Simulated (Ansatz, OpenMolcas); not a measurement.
**C2H6AlCl (dimethylaluminum chloride): methods side by side**

C2H6AlCl: 10 atoms, total charge 0, spin state singlet. As SMILES, `[CH3][Al]([CH3])[Cl]`. Geometry: relaxed at PBE0-D4/def2-TZVP.

```tsv
atom	x (Å)	y (Å)	z (Å)
C	-0.5177	1.3582	-0.9892
Al	-0.2523	-0.4466	-0.3224
C	0.7422	-0.9322	1.2735
Cl	-1.1123	-2.0382	-1.4154
H	-1.1214	1.3838	-1.8983
H	-1.0102	1.9814	-0.2354
H	0.4438	1.8356	-1.2060
H	0.1024	-1.4712	1.9793
H	1.1587	-0.0633	1.7888
H	1.5669	-1.6075	1.0252
```

Each level gives the energy change with the Al2–Cl4 bond stretched from 2.114 to 2.748 Å (eV). The values are calculated.

```csv
level,kind,program,value (eV),less CCSD(T)/cc-pVDZ,CPU time (all runs)
SVWN5/cc-pVDZ (restricted),LDA,OpenMolcas,1.26,-0.03,59 s
revPBE/cc-pVDZ (restricted),GGA,OpenMolcas,1.04,-0.25,77 s
TPSS/cc-pVDZ (restricted),meta-GGA,OpenMolcas,1.13,-0.16,1.9 min
r2SCAN/cc-pVDZ (restricted),meta-GGA,OpenMolcas,1.22,-0.07,1.8 min
r2SCAN0/cc-pVDZ (restricted),hybrid meta-GGA,Ansatz,1.30,+0.01,41 s
wB97M-V/cc-pVDZ (restricted),range-separated hybrid,Ansatz,1.28,-0.01,3.6 min
B2PLYP/cc-pVDZ (restricted),double hybrid,OpenMolcas,1.23,-0.06,60 s
RPA@PBE0/cc-pVDZ (restricted),RPA,Ansatz,1.27,-0.02,38 s
CCSD(T)/cc-pVDZ (restricted),coupled cluster or CI,Ansatz,1.29,0.00,58 s
```

CCSD(T)/cc-pVDZ (restricted) is the highest level here, not the true value. The first shape isn't each level's own minimum. The values span 1.04 to 1.30 eV. CPU times are rough (shared hosts, several kinds of processor and program).
